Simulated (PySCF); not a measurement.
MoF₆, SMILES [F][Mo]([F])([F])([F])([F])[F], multiplicity 1. Coordinates come from a B3LYP-D3(BJ)/def2-SVP optimisation. The spin state was assumed, not searched. The isomer is the one that the SMILES or the coordinates give; other isomers of the formula were not compared. The def2 effective core potentials stand for the cores of Mo; spin–orbit coupling is left out.

These are B3LYP-D3(BJ)/def2-SVP in PySCF values and carry that method's errors.

Harmonic wavenumbers (cm⁻¹): 129, 129, 129, 260, 260, 260, 310, 310, 310, 663, 663, 744, 760, 760, 760. Rotational constants (GHz): 1.989, 1.989, 1.989; symmetry number 24.

Work out the zero-point energy and the ideal-gas rigid-rotor harmonic-oscillator thermochemistry at 298.15 K and 1 atm.

ZPE = ½ Σ hcν = ½ × 6446 cm⁻¹ = 9.21 kcal/mol. H − E(el) = 14.92 kcal/mol. Entropy in cal/(mol K): translation 41.93, rotation 21.79, vibration 19.66, total 83.38. G − E(el) = -9.94 kcal/mol. Cp = 28.63 cal/(mol K). Modes under 150 cm⁻¹ make the vibrational entropy uncertain.
